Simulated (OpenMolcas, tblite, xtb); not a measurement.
How methods differ on CH5InO2 (SMILES [CH3][In]([OH])[OH])

CH5InO2 has 9 atoms, charge 0, and is taken as a singlet. As SMILES, `[CH3][In]([OH])[OH]`. The shape is that of a PBE0-D4/def2-TZVP optimisation. This is one conformer, not always the lowest.

| atom | x (Å) | y (Å) | z (Å) |
| --- | --- | --- | --- |
| C | -0.0866 | 0.9202 | -1.3662 |
| In | 0.1229 | -0.3361 | 0.3378 |
| O | 1.4408 | -1.8060 | 0.5009 |
| O | -0.8986 | -0.3129 | 2.0486 |
| H | -1.1264 | 0.9292 | -1.6928 |
| H | 0.2121 | 1.9363 | -1.1077 |
| H | 0.5475 | 0.5489 | -2.1698 |
| H | 1.3655 | -2.2434 | 1.3531 |
| H | -1.5771 | 0.3637 | 2.0961 |

Each level gives the vertical ionisation energy (to the doublet cation) (eV). The values are calculated.

```tsv
level	kind	program	value (eV)	CPU time (all runs)
IPEA1-xTB	semi-empirical	tblite	14.47	under 2 s
GFN1-xTB	semi-empirical	xtb	14.81	under 2 s
HF/def2-SVP (core potential)	Hartree–Fock	OpenMolcas	8.94	42 s
SVWN5/def2-SVP (core potential)	LDA	OpenMolcas	9.78	2.3 min
BLYP/def2-SVP (core potential)	GGA	OpenMolcas	9.34	3.5 min
TPSS/def2-SVP (core potential)	meta-GGA	OpenMolcas	9.48	6.3 min
r2SCAN/def2-SVP (core potential)	meta-GGA	OpenMolcas	9.66	4.9 min
PBE0/def2-SVP (core potential)	global hybrid	OpenMolcas	9.94	3.6 min
```

Spin-orbit coupling, which can split open shells on such heavy atoms by tenths of an eV, is left out. The values span 8.94 to 14.81 eV. The xTB values lack the empirical shift that such differences need. CPU times are rough (shared hosts, several kinds of processor and program).
